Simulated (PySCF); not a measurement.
Job file and geometry (Å, from GFN2-xTB) of an NMR shielding run on `N(/[H])=C/C=C\CB(Cl)Cl`, C$_{4}$H$_{6}$BCl$_{2}$N, GIAO PBE0/pcSseg-1 NMR shielding, non-relativistic, gas phase in PySCF 2.14.0, density-fitted response routines; density fitting, a coarse starting grid and PySCF grid level 2 are the driver's defaults:

```
$ OMP_NUM_THREADS=1 python probes_run.py task.json out

{"job": {"kind": "nmr", "xc": "PBE0", "basis": "pcSseg-1"}, "charge": 0, "multiplicity": 1}
N     -2.430991    -1.228636     1.314904
C     -1.393643    -0.622662     0.929183
C     -1.270414     0.250438    -0.226641
C     -0.156907     0.865277    -0.629773
C      1.192312     0.776146     0.011550
B      2.124588    -0.378684    -0.581755
Cl     1.523903    -1.522111    -1.707905
Cl     3.759224    -0.499024    -0.067143
H     -3.254726    -1.068627     0.733490
H     -0.504961    -0.787190     1.530691
H     -2.182395     0.391475    -0.795128
H     -0.193960     1.469534    -1.527049
H      1.699062     1.739099    -0.094220
H      1.088231     0.614494     1.087630
```

**Question.** Write the output of this run.

**Answer.** 
```
coarse grid: 13464 points
cycle   1  E = -1155.3316786450  dE =  1.103e+00  |g| = 4.629e-01  |ddm| = 3.501e+00
cycle   2  E = -1155.2869989573  dE =  4.468e-02  |g| = 6.557e-01  |ddm| = 1.342e+00
cycle   3  E = -1155.3841531084  dE = -9.715e-02  |g| = 1.415e-01  |ddm| = 8.470e-01
cycle   4  E = -1155.3887650701  dE = -4.612e-03  |g| = 4.183e-02  |ddm| = 1.579e-01
cycle   5  E = -1155.3891730711  dE = -4.080e-04  |g| = 1.032e-02  |ddm| = 5.429e-02
cycle   6  E = -1155.3891994789  dE = -2.641e-05  |g| = 3.259e-03  |ddm| = 1.253e-02
cycle   7  E = -1155.3892019751  dE = -2.496e-06  |g| = 1.020e-03  |ddm| = 3.632e-03
final grid: 122760 points
cycle   8  E = -1155.4302272062  dE = -4.200e-05  |g| = 7.508e-03  |ddm| = 2.816e-02
cycle   9  E = -1155.4302265904  dE =  6.158e-07  |g| = 7.444e-03  |ddm| = 1.466e-02
cycle  10  E = -1155.4302402095  dE = -1.362e-05  |g| = 9.274e-04  |ddm| = 7.619e-03
cycle  11  E = -1155.4302403439  dE = -1.344e-07  |g| = 4.211e-04  |ddm| = 1.133e-03
cycle  12  E = -1155.4302403851  dE = -4.125e-08  |g| = 1.014e-04  |ddm| = 4.673e-04
cycle  13  E = -1155.4302403873  dE = -2.196e-09  |g| = 3.600e-05  |ddm| = 1.294e-04
cycle  14  E = -1155.4302403876  dE = -3.149e-10  |g| = 6.945e-06  |ddm| = 3.855e-05
converged SCF energy = -1155.4302403876

GIAO shielding tensors (ppm)
atom      isotropic    diamagn.    paramagn.     s11        s22        s33       span
  0 N     -100.799     320.469    -421.269   -434.274   -103.019    234.895    669.168
  1 C       19.974     253.121    -233.146    -99.351     24.909    134.365    233.716
  2 C       49.701     255.407    -205.705    -46.307     65.087    130.323    176.630
  3 C       42.310     257.342    -215.032    -73.498     38.371    162.058    235.556
  4 C      152.666     253.152    -100.486    135.294    144.732    177.971     42.678
  5 B       37.506     189.564    -152.058     -4.140     29.707     86.952     91.092
  6 Cl     641.584    1147.907    -506.323    337.400    661.897    925.457    588.058
  7 Cl     668.940    1145.983    -477.043    371.517    733.218    902.087    530.570
  8 H       20.800      32.640     -11.841     10.616     25.251     26.532     15.916
  9 H       23.354      31.858      -8.503     20.572     20.962     28.529      7.957
 10 H       25.879      32.836      -6.956     23.312     25.089     29.237      5.926
 11 H       25.542      31.914      -6.372     22.601     25.041     28.985      6.384
 12 H       29.280      29.513      -0.234     24.724     29.528     33.587      8.863
 13 H       28.530      31.348      -2.818     24.164     29.295     32.130      7.967
```

Size and cost of the density-fitted run: 180 basis functions, 27 s wall time on 1 thread of an Arm Neoverse V1, shared host; peak memory 0.81 GiB.
